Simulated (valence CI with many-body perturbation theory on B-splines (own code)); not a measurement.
Which ion has this spectrum?

A relativistic CI+MBPT calculation for an atom or ion with 6 electrons gives these levels (× 10³ cm⁻¹):

| J | Parity | E | g |
| --- | --- | --- | --- |
| 0 | even | 0.00 |  |
| 1 | even | 10687 | 1.47 |
| 2 | even | 10834 | 1.14 |
| 2 | odd | 13070 | 1.49 |
| 1 | odd | 13769 | 1.11 |
| 2 | even | 21708 | 1.29 |
| 0 | even | 22207 |  |
| 2 | odd | 23529 | 1.55 |
| 3 | odd | 23885 | 1.29 |
| 0 | odd | 24381 |  |
| 1 | odd | 24562 | 1.30 |
| 2 | odd | 24636 | 1.05 |
| 1 | odd | 24671 | 1.29 |
| 2 | even | 27158 | 1.31 |

The energies are calculated, and their last digits are not significant.

**Question.** Which is it?
A. Lu65+
B. Ta67+
C. Hf66+
D. Os70+

**Answer.** B. Ta67+, ground level (2s^2 2p1/2^2) J=0.
